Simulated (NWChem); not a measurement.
SnF₃ cation; SMILES [F][Sn+]([F])[F]

Program: NWChem. The geometry was optimised at PBE0/def2-SVP. def2 effective core potentials on Sn; no spin-orbit coupling. Vertical excitations in the gas phase.

Predict the results for PBE/def2-SVP, full TDDFT. Quantities: lowest excitation, singlet (eV); lowest state with f > 0.02, singlet (eV); oscillator strength of that bright state; orbital gap (eV).

The lowest excitation, singlet (eV) is 4.12, the lowest state with f > 0.02, singlet (eV) is 5.00 and the oscillator strength of that bright state is 0.027. The orbital gap (eV) is 3.92.
